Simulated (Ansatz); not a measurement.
Two isomers of C2H4OSi: A = `C=C1O[SiH2]1`, B = `OC#C[SiH3]`.

Gas-phase electronic energies from Ansatz, PBE0-D4/def2-TZVP geometries. CCSD(T)/CBS is the MP2 limit (def2-TZVPP, def2-QZVPP) plus CCSD(T) − MP2 in def2-TZVPP, frozen cores. DFT in def2-TZVPP. B3LYP here is the variant with VWN-RPA as its local correlation; programs differ in this. One conformer a species, not always the lowest.

Task: Which is lower in electronic energy at CCSD(T)/CBS, and by how much? (Best estimate.)

Result: Ansatz gave: A, by 16.2 kcal/mol.

Task: Give E(B) − E(A) in kcal/mol with CCSD(T)/def2-SVP, PBE0-D4, PBE-D4, B3LYP-D4, ωB97M-V, HF/def2-TZVPP, CCSD/def2-TZVPP. (Best estimate.)

Result: The calculation gave: CCSD(T)/def2-SVP 10.5, PBE0-D4 18.1, PBE-D4 19.5, B3LYP-D4 16.1, ωB97M-V 17.0, HF/def2-TZVPP 8.4, CCSD/def2-TZVPP 14.5. None reverses the order clearly.

Task: Does the order hold for the free energy at 298.15 K (harmonic terms from PBE0-D4)? (An estimate is asked.)

Result: Ansatz gave: Yes: G(B) − G(A) = +12.2 kcal/mol, for one conformer each. Modes under 60 cm⁻¹, often nearly free rotors, make the harmonic entropy too high.

Largest T1 diagnostic: 0.016.

In def2-TZVPP, CCSD(T) changes the Hartree–Fock value by +7.0 kcal/mol (the triples alone add +1.0 kcal/mol) and MP2 by +6.5 kcal/mol. From BLYP to BHLYP (50 % exact exchange), in def2-TZVPP and without D4, E(B) − E(A) moves by −2.0 kcal/mol.
